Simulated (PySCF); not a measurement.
A species of formula C5H5F2NO2 has this rotational fingerprint, computed with PBE0-D3(BJ)/def2-SVP geometry optimisation, gas phase (PySCF 2.14.0):

```
Rotational constants : A = 2662, B = 1024, C = 884.2 MHz
Dipole components    : |μa| = 1.35 D, |μb| = 1.10 D, |μc| = 1.15 D
Inertial defect      : -111.75 u·Å²
κ                    : -0.84
```

Question: Which structure is it? (One computed conformer of each.)
A. `[N:1]#[C:2][C@@H:3]1[CH2:4][O:5][C@H:6]([F:7])[C@@H:8]([F:9])[O:10]1` with C2–C3–C4–O5 -179°, C3–C4–O5–C6 57°, C4–O5–C6–F7 68°, O5–C6–C8–F9 -74°
B. `[CH3:1][C:2](=[O:3])[CH2:4][O:5][C:6]([F:7])([F:8])[C:9]#[N:10]` with C1–C2–C4–O5 -178°, C2–C4–O5–C6 94°, C4–O5–C6–F7 -51°
C. `[N:1]#[C:2][C@@H:3]1[CH2:4][O:5][C@@H:6]([F:7])[C@@H:8]([F:9])[O:10]1` with C2–C3–C4–O5 -72°, C3–C4–O5–C6 -64°, C4–O5–C6–F7 -99°, O5–C6–C8–F9 -86°

Answer: C. It is N#C[C@@H]1CO[C@@H](F)[C@@H](F)O1, an asymmetric top, point group C1. The candidates at the same level (rigid rotor, commonest isotopes):

| SMILES | A (MHz) | B (MHz) | C (MHz) | μa (D) | μb (D) | μc (D) | Δ (u·Å²) | point group | rotor |
| --- | --- | --- | --- | --- | --- | --- | --- | --- | --- |
| N#C[C@@H]1CO[C@@H](F)[C@@H](F)O1 | 2662 | 1024 | 884.2 | 1.35 | 1.10 | 1.15 | -111.75 | C1 | asymmetric top |
| N#C[C@@H]1CO[C@H](F)[C@@H](F)O1 | 2261 | 1023 | 869.1 | 2.58 | 0.15 | 1.20 | -136.02 | C1 | asymmetric top |
| CC(=O)COC(F)(F)C#N | 2859 | 796.9 | 731.6 | 4.43 | 3.71 | 0.59 | -120.18 | C1 | near-prolate asymmetric top |

`CC(=O)COC(F)(F)C#N` has B 22 % too low; `N#C[C@@H]1CO[C@H](F)[C@@H](F)O1` has A 15 % too low. No structure here is proved a minimum.
